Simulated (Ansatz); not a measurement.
A nudged elastic band was laid between two geometries of BF2H + ClH (6 atoms, charge 0, multiplicity 1).

All numbers below come from RKS BLYP-D4/def2-SVP in Ansatz 0.2.0.

```
movable images  : 7
climbing image  : yes
spring          : 5.0 eV/Å²
optimiser       : quadratic models (default)
start path      : through a guess of the saddle point
force threshold : 0.05 eV/Å
iteration limit : 60
end points      : relaxed
```

First end point:

```xyz
6
Properties=species:S:1:pos:R:3
B -0.009 0.382 -0.104
H -0.013 0.710 1.059
F 1.131 0.282 -0.777
F -1.147 0.214 -0.766
Cl 0.084 -2.542 0.990
H 0.082 -1.971 2.158
```

Last end point:

```xyz
6
Properties=species:S:1:pos:R:3
B 0.019 -0.599 -0.543
H 0.001 0.327 2.319
F 1.143 0.090 -0.679
F -1.141 0.030 -0.659
Cl 0.068 -2.334 -0.231
H 0.039 -0.438 2.353
```

Task: What changes between the two ends?

Result: Bonds broken: B1–H2, Cl5–H6. Bonds formed: B1–Cl5, H2–H6. BF2H + ClH becomes BClF2 + H2.

Task: Give the energies along the band, and the barrier.

Result: The run converged. The highest image is number 4 of 0 to 8, 0.97 eV above the first end and 1.57 eV above the last; the last end lies 0.60 eV below the first. A vibrational analysis at the climbing image gives one clearly imaginary mode, 913i cm⁻¹: a first-order saddle point. The orbitals stay closed-shell, which can raise the energy where a bond breaks towards radicals; this wasn't checked here.

```json
{"image": "0", "path coordinate (Å)": "0.00", "energy (eV)": "0.00", "B1–H2 (Å)": "1.21", "Cl5–H6 (Å)": "1.30", "B1–Cl5 (Å)": "3.12"}
{"image": "1", "path coordinate (Å)": "0.46", "energy (eV)": "0.02", "B1–H2 (Å)": "1.21", "Cl5–H6 (Å)": "1.30", "B1–Cl5 (Å)": "3.08"}
{"image": "2", "path coordinate (Å)": "0.92", "energy (eV)": "0.09", "B1–H2 (Å)": "1.21", "Cl5–H6 (Å)": "1.31", "B1–Cl5 (Å)": "2.92"}
{"image": "3", "path coordinate (Å)": "1.38", "energy (eV)": "0.41", "B1–H2 (Å)": "1.23", "Cl5–H6 (Å)": "1.35", "B1–Cl5 (Å)": "2.52"}
{"image": "4", "path coordinate (Å)": "1.84", "energy (eV)": "0.97", "B1–H2 (Å)": "1.35", "Cl5–H6 (Å)": "1.59", "B1–Cl5 (Å)": "2.14"}
{"image": "5", "path coordinate (Å)": "2.33", "energy (eV)": "0.23", "B1–H2 (Å)": "1.70", "Cl5–H6 (Å)": "2.00", "B1–Cl5 (Å)": "1.88"}
{"image": "6", "path coordinate (Å)": "2.81", "energy (eV)": "-0.38", "B1–H2 (Å)": "2.15", "Cl5–H6 (Å)": "2.43", "B1–Cl5 (Å)": "1.78"}
{"image": "7", "path coordinate (Å)": "3.30", "energy (eV)": "-0.57", "B1–H2 (Å)": "2.58", "Cl5–H6 (Å)": "2.86", "B1–Cl5 (Å)": "1.77"}
{"image": "8", "path coordinate (Å)": "3.78", "energy (eV)": "-0.60", "B1–H2 (Å)": "3.01", "Cl5–H6 (Å)": "3.21", "B1–Cl5 (Å)": "1.76"}
```

Task: What is the geometry of the highest image?

Result: 
```xyz
6
Properties=species:S:1:pos:R:3
B 0.011 -0.194 0.088
H 0.007 0.191 1.381
F 1.165 0.130 -0.500
F -1.165 0.064 -0.488
Cl 0.072 -2.255 0.655
H 0.037 -0.859 1.424
```

Task: What are the harmonic wavenumbers there?

Result: 913i, 236, 287, 502, 712, 781, 1041, 1055, 1290, 1410, 1596, 2053 cm⁻¹.

Time of the run: 3.3 min on 1 thread of Arm Neoverse V1 (shared host), peak memory 0.12 GiB.
